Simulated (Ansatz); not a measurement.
SrF2, SMILES [F][Sr][F].

The structure is a stationary point at B3LYP-D3(BJ)/def2-TZVP. The isomer is the one that the SMILES or the coordinates give; other isomers of the formula were not compared. The def2 effective core potentials stand for the cores of Sr; spin–orbit coupling is left out.

Two levels are set side by side: PBE/def2-TZVPD (Ansatz, a first-principles code) and PBE0/def2-TZVPD (Ansatz). Energy differences of separate SCF runs at the same geometry; the states with an electron removed or added have multiplicity 2 and 2. Differences are taken from unrounded values.

| quantity | PBE |
|---|---|
| vertical ionisation energy (eV) | 10.42 |
| vertical electron affinity (eV) | 0.73 |
| vertical singlet–triplet gap (eV) | 5.17 |

Problem. These are the PBE values. What does PBE0 give? (The exact figures need the calculation; the answer reports its results.)

Solution. 
```tsv
quantity	PBE0	PBE minus PBE0
vertical ionisation energy (eV)	10.88	-0.46
vertical electron affinity (eV)	0.72	0.02
vertical singlet–triplet gap (eV)	5.70	-0.53
```
